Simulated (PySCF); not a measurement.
ClH10NO2Si4, SMILES [SiH3]N[Si](Cl)(O[SiH3])O[SiH3].

Geometry optimised at r2SCAN-D4/def2-SVP. The values are those of a single conformer.

Two levels are set side by side: PBE/def2-SVP (PySCF) and M06-2X/def2-SVP (PySCF). Same geometry, gas phase. Differences are taken from unrounded values.

| quantity | PBE |
|---|---|
| orbital gap (eV) | 5.64 |
| highest occupied level (eV) | -6.39 |
| lowest empty level (eV) | -0.74 |
| dipole moment (D) | 0.74 |
| mean polarisability (bohr³) | 111.3 |

**Question.** These are the PBE values. What does M06-2X give? (Estimate from the structure and the level; the computed values follow.)

**Answer.** 
```csv
quantity,M06-2X,PBE minus M06-2X
orbital gap (eV),10.13,-4.49
highest occupied level (eV),-9.14,2.75
lowest empty level (eV),0.99,-1.73
dipole moment (D),0.74,0.00
mean polarisability (bohr³),104.7,6.5
```

PBE's occupied levels lie high since its potential decays too fast outside the molecule; exact exchange lowers them and widens the gap. Loosely held outer electrons make PBE densities more polarisable. Differences between two approximate levels are no errors against the true value.

Rough cost on one machine, each run with all the roots and properties that it gave: M06-2X against PBE about 3 times.
